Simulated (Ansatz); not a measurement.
Species: FeH, net charge 0, quartet state. The spin state was set by rule; other spins were not relaxed. 
Geometry from a B3LYP-D3(BJ)/def2-TZVP (Ansatz, a quantum-chemistry and plane-wave program) optimisation:
```xyz
2

Fe     0.0000     0.0000    -0.0582
H      0.0000     0.0000     1.5126
```
Charge 0, spin multiplicity 4.

Wanted: vertical ionisation energy (to the quintet state of charge +1; each state is the SCF solution reached for its spin; the UHF <S^2> is 4.74 for the quartet (pure: 3.75); for the quintet T1 is 0.047; for the quartet T1 is 0.152), in eV. Correlated levels leave the core frozen unless marked. UHF or UKS for open shells. Spin-orbit coupling is left out. The frozen core is the preceding noble-gas configuration, with the filled d and f shells of earlier blocks. No relativistic terms. CBS(X,Y): correlation extrapolated as X^-3; Hartree-Fock from the larger set. The program attaches cautions to a run behind CCSD/def2-SVPD: other amplitudes. The program attaches cautions to a run behind CCSD/def2-TZVPPD: other amplitudes. The program attaches cautions to a run behind CCSD/def2-QZVPPD: other amplitudes. The program attaches cautions to a run behind CCSD(T)/CBS(def2-TZVPPD,def2-QZVPPD): other amplitudes.

```
level                                 program  vertical ionisation energy (eV)
------------------------------------  -------  -------------------------------
SVWN5/def2-TZVPD                       Ansatz                             8.05
PBE/def2-TZVPD                         Ansatz                             7.81
r2SCAN/def2-TZVPD                      Ansatz                             7.62
B3LYP/def2-TZVPD                       Ansatz                             7.76
PBE0/def2-TZVPD                        Ansatz                             7.43
BHLYP/def2-TZVPD                       Ansatz                                …
CAM-B3LYP/def2-TZVPD                   Ansatz                             7.68
wB97M-V/def2-TZVPD                     Ansatz                                …
wB97X-V/def2-TZVPD                     Ansatz                                …
CCSD/def2-SVPD                         Ansatz                                …
CCSD/def2-TZVPPD                       Ansatz                             7.06
CCSD/def2-QZVPPD                       Ansatz                             7.12
CCSD(T)/CBS(def2-TZVPPD,def2-QZVPPD)   Ansatz                             7.24
```

Fill in the missing entries.


- BHLYP/def2-TZVPD, vertical ionisation energy (eV): 7.19
- wB97M-V/def2-TZVPD, vertical ionisation energy (eV): 7.57
- wB97X-V/def2-TZVPD, vertical ionisation energy (eV): 7.48
- CCSD/def2-SVPD, vertical ionisation energy (eV): 6.77
